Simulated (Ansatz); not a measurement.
`[SiH3]N([SiH3])[Si]Br` + `NBF` → `N[Si]Br` + `FBN([SiH3])[SiH3]`  (redistribution)

Calculated with Ansatz (gas phase, PBE0-D4/def2-TZVP geometries, no zero-point term in ΔE). CCSD(T)/CBS adds triple-zeta CCSD(T) − MP2 to the extrapolated MP2 energy (def2 sets, frozen cores). This one scheme is used for every species. Functionals use def2-TZVPP. B3LYP here is the variant with VWN-RPA as its local correlation; programs differ in this. For Br outer-core shells are correlated without core-valence functions, which leaves a few kJ/mol of doubt a bond. Scalar relativity is left out up to krypton. One conformer a species, not always the lowest.

```csv
level,ΔE (kJ/mol)
PBE-D4,14.9
B97M-V,5.8
B3LYP-D4,12.0
r2SCAN0-D4,9.0
PBE-QIDH,10.7
r2SCANh,7.4
MP2/def2-TZVPP,13.4
SCS-MP2/def2-QZVPP,9.7
```

Question: What does CCSD(T)/CBS give? (An estimate is asked.)

Answer: Computed: +10.8 kJ/mol. The listed levels differ from it by 4.1, -5.0, 1.2, -1.8, -0.1, -3.4, 2.6, -1.1 kJ/mol.

Largest T1 diagnostic among the species: 0.012.

In def2-TZVPP, CCSD(T) changes the Hartree–Fock value by +15.1 kJ/mol (the triples alone add +3.1 kJ/mol) and MP2 by +18.3 kJ/mol. The D4 term adds +9.4 kJ/mol with B3LYP and +5.0 kJ/mol with PBE0; it sums over pairs of atoms, weighted by their polarisabilities, and B3LYP, whose exchange is more repulsive, gets the larger term. Leaving LDA and LC-ωPBE aside and taking each functional with its dispersion term where it has one, the values, not all of them listed here, spread over 9.7 kJ/mol, from B97M-V to revPBE-D4. LDA lies +5.1 kJ/mol from PBE without D4.
